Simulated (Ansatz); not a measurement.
Si2H8O3F2, closed shell: a relaxation.

The input file, in.yaml:

```yaml
crystal:
  periodic: [false, false, false]
  atoms:
    - {symbol: Si, position_ang: [-0.906603, -0.094240, -0.331304]}
    - {symbol: Si, position_ang: [1.451593, -0.186693, -1.067698]}
    - {symbol: F, position_ang: [-0.997737, -1.158927, -1.578887]}
    - {symbol: F, position_ang: [-1.396218, -1.135441, 0.845006]}
    - {symbol: O, position_ang: [-2.157816, 0.867675, -0.856837]}
    - {symbol: H, position_ang: [0.290581, 0.492706, 1.783527]}
    - {symbol: O, position_ang: [-0.474121, 1.174110, 0.871803]}
    - {symbol: H, position_ang: [1.011517, -0.560411, 1.075822]}
    - {symbol: O, position_ang: [0.950401, -0.397863, 1.882592]}
    - {symbol: H, position_ang: [1.898951, -1.477141, -1.661157]}
    - {symbol: H, position_ang: [1.058110, 0.768696, -2.128495]}
    - {symbol: H, position_ang: [2.662265, 0.427348, -0.395372]}
    - {symbol: H, position_ang: [-2.603538, 0.500432, -1.625115]}
    - {symbol: H, position_ang: [-1.149984, 1.862844, 0.917294]}
    - {symbol: H, position_ang: [0.362698, -1.083194, 2.268720]}
basis:
  gaussian: {orbitals: def2-TZVP}
hamiltonian: {xc: pbe0, dispersion: d4}
relax: {f_tol: 0.005, max_steps: 200}
```

Launched with

```bash
ansatz run in.yaml --threads 4 --pin off --events-out ev --progress --plain --max-ram 66560MiB --backend cuda --devices 0, --max-vram 37GiB
```

What Ansatz 0.2.0 printed:

```
Functional definition: PBE0
  name "PBE0"
  cite "Adamo & Barone, J. Chem. Phys. 110, 6158 (1999) doi:10.1063/1.478522"
  cite "Perdew, Burke & Ernzerhof, Phys. Rev. Lett. 77, 3865 (1996) doi:10.1103/PhysRevLett.77.3865"
  parent pbe
  parameter a = 0.25
  parameter kappa = 0.804
  parameter beta = 0.06672455060314922
  exchange = (1 - a)*pbe_x(kappa = kappa, mu = beta*pi^2/3) + a*exact_x
  correlation = pbe_c(beta = beta)
1653 factors; their error is unknown
mean field evaluation 1: about -27439.5272 eV, gradient 8.8e1 eV
mean field evaluation 2: about -27428.1456 eV, gradient 1.2e2 eV
mean field evaluation 4: about -27450.7242 eV, gradient 5.0e0 eV
mean field evaluation 8: about -27450.7606 eV, gradient 9.8e-2 eV
mean field evaluation 16: about -27450.8548 eV, gradient 8.7e-5 eV
mean field -27450.85481981 eV, -1008.8003077702 hartree, gradient 5.4e-5 eV, S^2 0.000000; 0 other end points of the search recorded, 0 dependent functions left out
the calculation of the forces begins
reference -27450.85485383 eV, -1008.8003090207 hartree; 39, 39 occupied and 238, 238 virtual orbitals, 1653 factors
relax step   1: F+E_penalty+E_count = -27451.16332600 eV  Δ(F+E_penalty+E_count) = +0.000e0 eV  max|allowed force component| = 1.388e1 eV/Å  Δτ_max = 0.0000 Å  (28 SCF iters, accepted)
relax step   2: F+E_penalty+E_count = -27452.43523905 eV  Δ(F+E_penalty+E_count) = -1.272e0 eV  max|allowed force component| = 9.099e-1 eV/Å  Δτ_max = 0.1940 Å  (37 SCF iters, accepted)
relax step   3: F+E_penalty+E_count = -27452.67810961 eV  Δ(F+E_penalty+E_count) = -2.429e-1 eV  max|allowed force component| = 9.618e-1 eV/Å  Δτ_max = 0.1999 Å  (31 SCF iters, accepted)
relax step   4: F+E_penalty+E_count = -27452.89534665 eV  Δ(F+E_penalty+E_count) = -2.172e-1 eV  max|allowed force component| = 1.355e0 eV/Å  Δτ_max = 0.1959 Å  (31 SCF iters, accepted)
relax step   5: F+E_penalty+E_count = -27453.06762022 eV  Δ(F+E_penalty+E_count) = -1.723e-1 eV  max|allowed force component| = 1.558e0 eV/Å  Δτ_max = 0.1948 Å  (30 SCF iters, accepted)
relax step   6: F+E_penalty+E_count = -27453.43196495 eV  Δ(F+E_penalty+E_count) = -3.643e-1 eV  max|allowed force component| = 7.262e-1 eV/Å  Δτ_max = 0.2000 Å  (36 SCF iters, accepted)
relax step   7: F+E_penalty+E_count = -27453.50653237 eV  Δ(F+E_penalty+E_count) = -7.457e-2 eV  max|allowed force component| = 7.964e-1 eV/Å  Δτ_max = 0.1998 Å  (36 SCF iters, accepted)
relax step   8: F+E_penalty+E_count = -27453.42222444 eV  Δ(F+E_penalty+E_count) = +8.431e-2 eV  max|allowed force component| = 2.902e0 eV/Å  Δτ_max = 0.1942 Å  (30 SCF iters, rejected (line search))
relax step   9: F+E_penalty+E_count = -27453.57131422 eV  Δ(F+E_penalty+E_count) = -6.478e-2 eV  max|allowed force component| = 4.230e-1 eV/Å  Δτ_max = 0.0952 Å  (30 SCF iters, accepted)
relax step  10: F+E_penalty+E_count = -27453.59648552 eV  Δ(F+E_penalty+E_count) = -2.517e-2 eV  max|allowed force component| = 2.087e-1 eV/Å  Δτ_max = 0.0967 Å  (30 SCF iters, accepted)
relax step  11: F+E_penalty+E_count = -27453.61209802 eV  Δ(F+E_penalty+E_count) = -1.561e-2 eV  max|allowed force component| = 1.906e-1 eV/Å  Δτ_max = 0.1454 Å  (29 SCF iters, accepted)
relax step  12: F+E_penalty+E_count = -27453.62335131 eV  Δ(F+E_penalty+E_count) = -1.125e-2 eV  max|allowed force component| = 1.746e-1 eV/Å  Δτ_max = 0.1071 Å  (30 SCF iters, accepted)
relax step  13: F+E_penalty+E_count = -27453.62748343 eV  Δ(F+E_penalty+E_count) = -4.132e-3 eV  max|allowed force component| = 9.152e-1 eV/Å  Δτ_max = 0.1804 Å  (29 SCF iters, accepted)
relax step  14: F+E_penalty+E_count = -27453.63910087 eV  Δ(F+E_penalty+E_count) = -1.162e-2 eV  max|allowed force component| = 3.704e-1 eV/Å  Δτ_max = 0.0720 Å  (31 SCF iters, accepted)
relax step  15: F+E_penalty+E_count = -27453.65073928 eV  Δ(F+E_penalty+E_count) = -1.164e-2 eV  max|allowed force component| = 2.250e-1 eV/Å  Δτ_max = 0.1999 Å  (29 SCF iters, accepted)
relax step  16: F+E_penalty+E_count = -27453.65751295 eV  Δ(F+E_penalty+E_count) = -6.774e-3 eV  max|allowed force component| = 5.045e-1 eV/Å  Δτ_max = 0.1928 Å  (29 SCF iters, accepted)
relax step  17: F+E_penalty+E_count = -27453.66121230 eV  Δ(F+E_penalty+E_count) = -3.699e-3 eV  max|allowed force component| = 5.272e-1 eV/Å  Δτ_max = 0.0906 Å  (30 SCF iters, accepted)
relax step  18: F+E_penalty+E_count = -27453.66568285 eV  Δ(F+E_penalty+E_count) = -4.471e-3 eV  max|allowed force component| = 3.706e-1 eV/Å  Δτ_max = 0.0671 Å  (31 SCF iters, accepted)
relax step  19: F+E_penalty+E_count = -27453.66937722 eV  Δ(F+E_penalty+E_count) = -3.694e-3 eV  max|allowed force component| = 1.226e-1 eV/Å  Δτ_max = 0.0626 Å  (30 SCF iters, accepted)
relax step  20: F+E_penalty+E_count = -27453.67199716 eV  Δ(F+E_penalty+E_count) = -2.620e-3 eV  max|allowed force component| = 8.029e-2 eV/Å  Δτ_max = 0.0948 Å  (30 SCF iters, accepted)
relax step  21: F+E_penalty+E_count = -27453.67362095 eV  Δ(F+E_penalty+E_count) = -1.624e-3 eV  max|allowed force component| = 7.360e-2 eV/Å  Δτ_max = 0.1089 Å  (30 SCF iters, accepted)
relax step  22: F+E_penalty+E_count = -27453.67468514 eV  Δ(F+E_penalty+E_count) = -1.064e-3 eV  max|allowed force component| = 9.896e-2 eV/Å  Δτ_max = 0.0560 Å  (31 SCF iters, accepted)
relax step  23: F+E_penalty+E_count = -27453.67548907 eV  Δ(F+E_penalty+E_count) = -8.039e-4 eV  max|allowed force component| = 7.889e-2 eV/Å  Δτ_max = 0.0404 Å  (31 SCF iters, accepted)
relax step  24: F+E_penalty+E_count = -27453.67590939 eV  Δ(F+E_penalty+E_count) = -4.203e-4 eV  max|allowed force component| = 4.071e-2 eV/Å  Δτ_max = 0.0416 Å  (31 SCF iters, accepted)
relax step  25: F+E_penalty+E_count = -27453.67595856 eV  Δ(F+E_penalty+E_count) = -4.918e-5 eV  max|allowed force component| = 1.819e-2 eV/Å  Δτ_max = 0.0260 Å  (31 SCF iters, accepted)
relax step  26: F+E_penalty+E_count = -27453.67601652 eV  Δ(F+E_penalty+E_count) = -5.795e-5 eV  max|allowed force component| = 1.664e-2 eV/Å  Δτ_max = 0.0103 Å  (32 SCF iters, accepted)
relax step  27: F+E_penalty+E_count = -27453.67603492 eV  Δ(F+E_penalty+E_count) = -1.841e-5 eV  max|allowed force component| = 4.590e-3 eV/Å  Δτ_max = 0.0017 Å  (33 SCF iters, accepted)
Total energy: -27453.67607141 eV, -1008.9039868543 hartree
Atom 0 at    -0.831303    -0.572328    -0.820917 Å, force     0.004286    -0.000575     0.004327 eV/Å
Atom 1 at     1.229713    -0.041610    -1.753405 Å, force    -0.000838     0.001511    -0.001485 eV/Å
Atom 2 at    -1.541259    -1.677572    -1.748597 Å, force    -0.000754    -0.000263    -0.001589 eV/Å
Atom 3 at    -0.705469    -1.366195     0.573822 Å, force    -0.000194    -0.002455     0.001928 eV/Å
Atom 4 at    -1.960300     0.610309    -0.702704 Å, force    -0.001471    -0.001690    -0.004452 eV/Å
Atom 5 at     0.370729     0.923318     1.518177 Å, force    -0.000198    -0.001336     0.000483 eV/Å
Atom 6 at     0.272942     1.283613     0.614914 Å, force    -0.001833     0.001420    -0.001793 eV/Å
Atom 7 at     1.149140    -0.503307     3.327678 Å, force     0.004590     0.001195     0.003817 eV/Å
Atom 8 at     0.334688    -0.177870     2.938235 Å, force    -0.002187    -0.004006    -0.002149 eV/Å
Atom 9 at     1.478512    -0.891413    -2.951339 Å, force     0.000082    -0.001428    -0.002166 eV/Å
Atom 10 at     1.239568     1.380614    -2.172779 Å, force    -0.000105     0.001379    -0.000157 eV/Å
Atom 11 at     2.305034    -0.301031    -0.764017 Å, force    -0.000331    -0.000901     0.001893 eV/Å
Atom 12 at    -2.798143     0.401851    -1.122748 Å, force     0.001417     0.002902     0.002995 eV/Å
Atom 13 at    -0.506798     1.845810     0.625640 Å, force     0.000001     0.001044     0.000309 eV/Å
Atom 14 at    -0.036955    -0.914289     2.437938 Å, force    -0.002465     0.003203    -0.001962 eV/Å
Dipole moment:    -0.005622     0.042464     0.304221 e Å

[the SCF lines of later steps are left out]
```

The lines “mean field evaluation” count trial sets of orbitals through the whole run, from several starts and some on an approximate energy, so they need not fall steadily or lie above the final value.

The run took 63 s on 4 CPU threads of an AMD EPYC 7R13 and a share of one NVIDIA H100 (shared host), with 0.93 GiB of host memory at its peak.
